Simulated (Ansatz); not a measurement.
The cluster Zr3O6. The state is a quintet with charge 0. Geometry PBE-D4/def2-SVP; atoms count from 1.

```xyz
9

Zr   -1.5640    0.3831    1.5057
Zr    0.5527   -1.4669    0.3164
Zr    0.2802    1.4117   -0.6982
O    -0.5811   -1.3584    1.9033
O     0.4301    2.2854   -2.4893
O     1.6916    0.1338   -0.0734
O    -0.9112    2.1274    0.6739
O    -0.8533   -0.2901   -0.5945
O     0.9549   -3.2259   -0.5438
```

In the def2 sets Zr takes a core potential; there is no spin–orbit coupling. At PBE0-D4/def2-TZVP a singlet of charge 0 lies 5.03 eV below the quintet, each at its own geometry. The structure comes from a short search, and lower isomers may exist.

(1) Estimate the Mulliken populations from the PBE0/def2-TZVP orbitals of Ansatz.

(2) Where does the spin sit?

(3) And the Mayer bond orders between bonded heavy atoms (over 0.3)?

Answers

(1) 
| atom | charge (e) | spin (α − β) | d electrons |
| --- | --- | --- | --- |
| Zr1 | 0.86 | 1.93 | 2.21 |
| Zr2 | 1.53 | 0.00 | 1.89 |
| Zr3 | 1.53 | 0.00 | 1.89 |
| O4 | -0.75 | 0.02 | – |
| O5 | -0.44 | 0.99 | – |
| O6 | -0.75 | 0.05 | – |
| O7 | -0.75 | 0.02 | – |
| O8 | -0.78 | 0.01 | – |
| O9 | -0.44 | 0.99 | – |
Mulliken values and Mayer orders depend strongly on the basis.

(2) Summed by element: Zr 1.93, O 2.07, of 4 unpaired in all. Largest on single atoms: Zr1 1.93, O9 0.99, O5 0.99.

(3) Zr1–O4 0.80 (2.04 Å); Zr1–O7 0.80 (2.04 Å); Zr1–O8 0.35 (2.32 Å); Zr2–O4 1.11 (1.95 Å); Zr2–O6 0.94 (2.00 Å); Zr2–O8 0.76 (2.05 Å); Zr2–O9 0.96 (2.00 Å); Zr3–O5 0.96 (2.00 Å); Zr3–O6 0.94 (2.00 Å); Zr3–O7 1.11 (1.95 Å); Zr3–O8 0.76 (2.05 Å).
